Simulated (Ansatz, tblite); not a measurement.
Cost and result up the ladder for the cluster Sr2O3⁻ (5 atoms). Charge -1, multiplicity 2. Geometry: PBE0-D4/def2-SVPD.

```xyz
5

Sr   -1.548    0.321   -0.491
Sr    1.651   -0.090   -0.090
O    -0.249   -1.130    0.827
O    -0.143    0.245    1.394
O     0.290    0.654   -1.640
```

Ansatz on 4 threads of Arm Neoverse V1 on a shared host; xTB runs through tblite on one thread. Times are rough, summed over both states, and most runs start from the orbitals of an earlier one. ωB97M-V/def2-TZVPD serves as the yardstick here, not as an exact answer. Differences are given only for rows in sets of like size (and for xTB, whose basis is part of the method), since another set adds its own error. The other state is a quartet at its own geometry.

In the def2 sets Sr takes a core potential; there is no spin–orbit coupling. The xTB rows come from tblite. B3LYP takes the VWN-RPA correlation. HSE06 is defined as in plane-wave codes, on full-range PBE exchange. Correlated methods freeze 3 core orbitals; core or outer-core shells of Sr are correlated, in sets that lack core-valence functions. The rows differ in basis, and correlated rows in double-zeta sets carry the largest basis error. In CCSD on the charge -1 doublet the largest single amplitude is 0.53, so its Hartree–Fock determinant may place the open shell otherwise than the density functionals do. The structure holds 1 bond(s) between oxygen atoms. HOMO above LUMO, or a gap near zero within one spin, warns that the state may not be the lowest or that an electron is smeared out. The structure comes from a short search, and lower isomers may exist.

Run but left out: HF/def2-SVPD, HF/def2-TZVPD, MP2/def2-SVPD, MP2/def2-TZVPD (doublet: a determinant that CCSD turns far, T1 0.071).

Correlated methods converge slowly with the basis, most of all in double-zeta sets.

xTB has no spin-polarisation term.

| level | functions | wall time | quartet − doublet (eV) | difference from ωB97M-V/def2-TZVPD (eV) | remarks |
| --- | --- | --- | --- | --- | --- |
| GFN1-xTB | 30 | 0.01 s | 2.80 | 1.52 | – |
| GFN2-xTB | 30 | 0.02 s | 1.61 | 0.32 | – |
| LDA (SPW92)/def2-TZVPD | 186 | 4.2 s | 1.69 | 0.41 | HOMO above zero (doublet), HOMO above zero (quartet) |
| PBE-D4/def2-TZVPD | 186 | 7.7 s | 1.40 | 0.12 | HOMO above zero (doublet), HOMO above zero (quartet), gap within one spin near zero (doublet) |
| RPA@PBE/def2-TZVPD | 186 | 15 s | 1.11 | -0.17 | – |
| B3LYP-D4/def2-TZVPD | 186 | 16 s | 1.30 | 0.02 | HOMO above zero (doublet), HOMO above zero (quartet) |
| PBE0-D4/def2-TZVPD (with forces) | 186 | 17 s | 1.18 | -0.10 | HOMO above zero (doublet), HOMO above zero (quartet) |
| HSE06-D4/def2-TZVPD | 186 | 17 s | 1.23 | -0.05 | HOMO above zero (doublet), HOMO above zero (quartet), gap within one spin near zero (doublet) |
| r2SCAN-D4/def2-TZVPD | 186 | 19 s | 1.33 | 0.05 | HOMO above zero (doublet), HOMO above zero (quartet), gap within one spin near zero (doublet) |
| r2SCAN0-D4/def2-TZVPD | 186 | 32 s | 1.13 | -0.16 | HOMO above zero (doublet), HOMO above zero (quartet) |
| ωB97M-V/def2-TZVPD | 186 | 94 s | 1.28 | 0.00 | HOMO above zero (doublet) |
| CCSD(T)/def2-SVPD | 121 | 2.6 min | 1.29 | – | large T1 (0.071) (doublet) |
